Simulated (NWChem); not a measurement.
# H$_{2}$TeSe$_{2}$; SMILES [Te]([SeH])[SeH]

```xyz
5

Te     0.0000     0.0000     0.8945
Se    -1.9955    -0.0193    -0.6601
H     -2.0897     1.4442    -0.8150
Se     1.9955     0.0193    -0.6601
H      2.0897    -1.4442    -0.8150
```
Atoms are numbered in this order, from 1.

Coordinates come from a PBE0/def2-SVP optimisation. Not confirmed as a minimum by frequencies. def2 effective core potentials on Te; no spin-orbit coupling.

Symmetry labels are those of C2 in the frame above (b1 and b2, or b-type labels, depend on it).

Problem. List the 4 lowest vertical singlet excitations from PBE0/def2-SVPD with def2 effective core potentials on Te, TDA (NWChem).

Solution. 
| state | energy (eV) | oscillator strength | symmetry | leading excitation (squared amplitude) |
|---|---|---|---|---|
| S1 | 3.28 | 0.002 | b | HOMO → LUMO (0.99) |
| S2 | 3.55 | 0.001 | a | HOMO → LUMO+1 (0.99) |
| S3 | 3.70 | 0.020 | b | HOMO−1 → LUMO (0.79) |
| S4 | 3.85 | 0.013 | a | HOMO−2 → LUMO (0.70) |
